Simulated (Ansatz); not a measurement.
Start from `O[SiH](O)N[SiH2]Cl` and change one atom or group to get `CN[SiH](O)O`.

Ansatz, PBE0-D4/def2-TZVP geometries, multiplicity 1. Each molecule was computed in one conformer, which needn't be the lowest.

```tsv
property	`O[SiH](O)N[SiH2]Cl`
size of the dipole moment (B3LYP/def2-TZVPP) / D	1.76
LUMO energy (B3LYP/def2-TZVPP) / eV	0.06
HOMO–LUMO gap (PBE/def2-TZVPP) / eV	6.30
size of the dipole moment (PBE/def2-TZVPP) / D	1.65
HOMO–LUMO gap (ωB97M-V/def2-TZVPP) / eV	12.47
LUMO energy (ωB97M-V/def2-TZVPP) / eV	1.88
```

Question: What does the change do to each property? (An estimate is asked.)

Answer: Computed: 
| property | `CN[SiH](O)O` | shift |
| --- | --- | --- |
| size of the dipole moment (B3LYP/def2-TZVPP) / D | 1.56 | -0.20 |
| LUMO energy (B3LYP/def2-TZVPP) / eV | 0.51 | 0.45 |
| HOMO–LUMO gap (PBE/def2-TZVPP) / eV | 5.61 | -0.69 |
| size of the dipole moment (PBE/def2-TZVPP) / D | 1.52 | -0.13 |
| HOMO–LUMO gap (ωB97M-V/def2-TZVPP) / eV | 11.71 | -0.76 |
| LUMO energy (ωB97M-V/def2-TZVPP) / eV | 2.32 | 0.44 |

With PBE0 the HOMO rises by 1.25 eV and the LUMO rises by 0.57 eV, so the gap narrows by about 0.68 eV. PBE moves the HOMO by 1.24 eV and ωB97M-V by 1.20 eV. Dipoles are sizes alone; their direction can turn.

B3LYP here is the variant with VWN-RPA as its local correlation; programs differ in this.
